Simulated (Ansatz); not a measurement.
Born–Oppenheimer molecular dynamics of AlFH4OSi (8 atoms, charge 0, multiplicity 1). It starts from a relaxed structure.

Theory: RKS LDA/def2-SVP (Ansatz).

```json
{
 "ensemble": "NVT, Langevin thermostat",
 "time step": "0.5 fs",
 "steps asked": "166",
 "set temperature": "400 K",
 "friction": "0.005 /fs",
 "temperature schedule": "41 steps to 400 K, then 125 steps to 800 K",
 "seed": "887568"
}
```

First frame:

```xyz
8
Properties=species:S:1:pos:R:3
Al 0.126 0.018 0.119
H 0.643 0.232 1.592
F 1.074 0.501 -1.151
O -1.363 -0.688 -0.213
Si -2.752 -1.351 -0.808
H -3.129 -2.557 0.011
H -3.869 -0.342 -0.735
H -2.570 -1.774 -2.243
```

Problem. How far do the bonds stretch over the last three quarters of this one trajectory? (Pairs bonded in most of those frames.)

Solution. 
| bond | mean (Å) | spread (Å) | shortest | longest |
| --- | --- | --- | --- | --- |
| Al1–H2 | 1.600 | 0.104 | 1.42 | 1.75 |
| Al1–F3 | 1.664 | 0.020 | 1.64 | 1.70 |
| Al1–O4 | 1.688 | 0.020 | 1.65 | 1.73 |
| O4–Si5 | 1.660 | 0.022 | 1.62 | 1.70 |
| Si5–H6 | 1.513 | 0.052 | 1.42 | 1.60 |
| Si5–H7 | 1.509 | 0.023 | 1.47 | 1.55 |
| Si5–H8 | 1.511 | 0.052 | 1.43 | 1.62 |

Mean temperature of the second half: 356 K. The schedule's set-point averaged 667 K over the second half and the system 356 K, so it lags behind the ramp. A run of 0.083 ps of so small a system gives no equilibrium averages.

Time of the run: 2.1 min on 2 threads of Arm Neoverse V1, on a shared host, peak memory 0.11 GiB.
